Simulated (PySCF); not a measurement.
Job for PySCF: R-MP2/6-31G* on CH5Al (SMILES [CH3][AlH2]), a point of a torsion scan.

```python
from pyscf import gto, scf, dft, mp
from pyscf.data.elements import chemcore

mol = gto.M(
    atom='''
    C    -0.91390169   -0.06708800   -0.00126649
    Al    1.06765514    0.03907122    0.00437350
    H    -1.37594515    0.49212085   -0.82459409
    H    -1.26716843   -1.10191607   -0.09909397
    H    -1.35898556    0.33116715    0.91955008
    H     1.87006961    1.24537481    0.55717934
    H     1.98665297   -1.08699653   -0.53738247
    ''',
    basis='6-31g*',
    cart=True,
    charge=0, spin=0, verbose=3, max_memory=1800)
mf = scf.RHF(mol)
mf.conv_tol = 1e-8
mf.max_cycle = 100
mf.kernel()
if not mf.converged:
    mf = mf.newton().run(mf.mo_coeff, mf.mo_occ)
pt = mp.MP2(mf, frozen=chemcore(mol)).run()
```

**Question.** Predict the final total energy.

**Answer.** -282.8457 hartree.
